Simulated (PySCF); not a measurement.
Dipole response of Sc⁺ (scandium, charge +1)

[Ar] 3d1 4s1, high-spin 3D determinant. All numbers are calculated (PySCF 2.14, the spin-free X2C one-electron Hamiltonian (Gaussian nucleus), in aug-cc-pVDZ-DK (7s6p4d2f, 59 functions)). Coupled (time-dependent) response in atomic units; α is the mean over directions. A double-zeta set is small for polarisabilities.

```tsv
method	mean α (bohr³)	α xx, yy, zz	C₆ (like pair)	S(−4)
UHF	75.36	74.16, 74.16, 77.76	550.4	5214
PBE	57.87	57.07, 57.07, 59.46	383.3	2961
PBE0	62.01	60.90, 60.90, 64.24	420.3	3451
```

S(−4) is the Cauchy moment in α(ω) = α(0) + S(−4) ω² + …

α(iu) at PBE:

```tsv
u (hartree)	α(iu) (bohr³)
0	57.87
0.0500	51.36
0.100	38.78
0.200	20.73
0.300	12.68
0.500	6.743
0.750	4.213
1.00	3.029
1.50	1.835
2.00	1.226
3.00	0.6444
5.00	0.2615
```

A single London oscillator, α(iu) = α/(1 + u²/ω²), gives C₆ = (3/4) ω α². Matching the computed C₆ needs ω = 4 × 383.3 / (3 × 57.87²) = 0.153 hartree.

For an ion, C₆ is the dispersion term alone; charge-induced terms of lower order in 1/R come first.

The components differ because the open shell of this determinant is not spherical; for a pure term their mean is the scalar polarisability.
